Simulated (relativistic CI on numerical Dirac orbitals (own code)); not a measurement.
Mn⁺ in a cubic cluster: L2,3 absorption with charge transfer

Computed with a charge-transfer multiplet model of a cubic metal-ligand cluster with up to 2 ligand holes, Slater and spin-orbit integrals from Dirac-Coulomb-Breit ions, Slater integrals scaled by 0.8. The ground state mixes d6 with configurations of k ligand holes L, whose averages lie at kΔ + k(k − 1)U_dd/2; a core hole lowers each added d electron by U_cd. 300 K, Lorentzian 0.4 eV and Gaussian 0.3 eV FWHM.

Atomic integrals in eV (Slater integrals scaled, ζ unscaled), ground: F2dd 7.203, F4dd 4.433, zeta_d 0.031; with the core hole: F2dd 7.920, F4dd 4.884, zeta_d 0.046, zeta_core 6.798, F2cd 4.549, G1cd 3.306, G3cd 1.876.

Cluster parameters (eV): U_dd = 6.1, U_cd = 7.4, 10Dq = 0.8, 10Dq(ligand) = 0.1, V(eg) = 1.3, V(t2g) = -0.66, final-state hopping factor = 0.8.

```csv
Case,n_d,d6,d7L,d8L2,S
Δ = 7.1 eV,6.05,0.95,0.05,0.00,2.00
Δ = 9.1 eV,6.03,0.97,0.03,0.00,2.00
Δ = 10.1 eV,6.03,0.97,0.03,0.00,2.00
Δ = 11.1 eV,6.03,0.98,0.02,0.00,2.00
Δ = 12.1 eV,6.02,0.98,0.02,0.00,2.00
```

Weights, n_d and S are thermal averages at 300 K. Photon energies count from the first peak over 30 % of the highest in each spectrum, which can be another peak from case to case. The parameters are a model scan and need not match a compound or its usual spin state. Peaks in eV (height, largest 100):
- Δ = 7.1 eV: 0.0 (100), 1.0 (64), 2.3 (26), 9.7 (16), 10.6 (34), 13.1 (10)
- Δ = 9.1 eV: 0.0 (100), 0.9 (64), 2.3 (26), 9.6 (16), 10.6 (34), 13.0 (10)
- Δ = 10.1 eV: 0.0 (100), 1.0 (64), 2.3 (26), 9.7 (16), 10.6 (34), 13.1 (10)
- Δ = 11.1 eV: 0.0 (100), 1.0 (64), 2.3 (26), 9.7 (16), 10.6 (34), 13.1 (9)
- Δ = 12.1 eV: 0.0 (100), 1.0 (64), 2.3 (26), 9.7 (16), 10.6 (35), 13.1 (10)

Curve for Δ = 7.1 eV (points under 2 left out, the grid thinned):

E (eV), Intensity and a bar:
```
     -2.8        2.1 
     -2.5        2.9 
     -2.2        4.8 #
     -1.9       10.0 ###
     -1.6       18.3 #####
     -1.3       24.1 #######
     -1.0       31.5 ##########
     -0.7       40.1 ############
     -0.4       60.6 ###################
     -0.1       94.0 ##############################
      0.2       87.5 ############################
      0.5       61.1 ###################
      0.8       61.2 ###################
      1.1       61.7 ###################
      1.4       41.0 #############
      1.7       23.6 #######
      2.0       21.2 ######
      2.3       25.7 ########
      2.6       20.3 ######
      2.9       12.8 ###
      3.2       10.4 ###
      3.5        9.6 ##
      3.8        7.6 ##
      4.0        5.9 #
      4.3        3.6 #
      4.6        2.4 
      8.6        2.1 
      8.9        3.5 
      9.2        7.9 ##
      9.5       14.3 ####
      9.8       15.5 ####
     10.1       17.1 #####
     10.4       28.0 ########
     10.7       33.8 ##########
     11.0       26.0 ########
     11.3       19.9 ######
     11.6       17.1 #####
     11.9       13.1 ####
     12.2        9.9 ###
     12.5        7.2 ##
     12.8        7.8 ##
     13.1        9.7 ##
     13.4        7.1 ##
     13.7        4.1 #
     14.0        2.1
```

For the case Δ = 9.1 eV, Δ = 9.1 eV is larger than U_dd = 6.1 eV, the Mott-Hubbard side of the Zaanen-Sawatzky-Allen scheme. With the core hole the configuration with one ligand hole lies at Δ + U_dd − U_cd = 5.8, 7.8, 8.8, 9.8, 10.8 eV from the one without, in the order of the table; where this is negative the screened configuration lies lower.
